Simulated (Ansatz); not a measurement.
Program: Ansatz. Geometries: PBE0-D4/def2-TZVP. ΔE: electronic, gas phase. CBS: MP2 limit from def2 TZ/QZ plus the TZ coupled-cluster correction, frozen cores. This one scheme is used for every species. Functionals use def2-TZVPP. HSE06 is defined as in plane-wave codes. Elements past krypton have def2 core potentials. For Cd outer-core shells are correlated without core-valence functions, which leaves a few kJ/mol of doubt a bond. One conformer a species, not always the lowest.

`[OH][Cd][O][SiH3]` + H₂S → `[OH][Cd][SH]` + `O[SiH3]`  (ligand exchange at a Cd–O bond)

`[OH][Cd][O][SiH3]`:

Cartesian coordinates in Å:
```
O -3.213 1.275 0.151
Cd -1.375 0.664 0.396
O 0.415 0.017 0.830
Si 1.578 -0.762 0.007
H -3.306 1.863 -0.603
H 1.129 -2.107 -0.464
H 2.010 -0.003 -1.206
H 2.762 -0.946 0.889
```

H₂S:

Cartesian coordinates in Å:
```
S 0.545 0.036 0.291
H -0.716 0.330 0.641
H 0.170 -0.366 -0.932
```

`[OH][Cd][SH]`:

Cartesian coordinates in Å:
```
O 1.796 -0.653 -0.795
Cd 0.212 0.202 0.000
S -1.639 1.316 0.840
H 2.143 -1.372 -0.262
H -2.513 0.506 0.217
```

`O[SiH3]`:

Cartesian coordinates in Å:
```
O 1.178 -0.441 -0.248
Si -0.262 0.254 0.153
H 1.157 -1.250 -0.758
H -1.048 0.627 -1.055
H 0.075 1.469 0.929
H -1.101 -0.658 0.980
```

Problem. Is it downhill or uphill in electronic energy at CCSD(T)/CBS, and by how much? (Best estimate.)

Solution. Computed: Downhill: ΔE = -16.1 kcal/mol.

Problem. What do these levels give: PBE-D4, B97M-V, HSE06-D4, BHLYP-D4, CAM-B3LYP-D4, ωB97M-V? (Best estimate.)

Solution. The calculation gave: PBE-D4 -16.7, B97M-V -14.8, HSE06-D4 -17.7, BHLYP-D4 -16.1, CAM-B3LYP-D4 -14.8, ωB97M-V -16.2 kcal/mol.

Largest T1 diagnostic among the species: 0.016.

In def2-TZVPP, CCSD(T) changes the Hartree–Fock value by +2.1 kcal/mol (the triples alone add +0.1 kcal/mol) and MP2 by +1.0 kcal/mol. At CCSD(T), def2-SVP lies +4.1 kcal/mol from the extrapolated value and def2-TZVPP +2.0 kcal/mol.
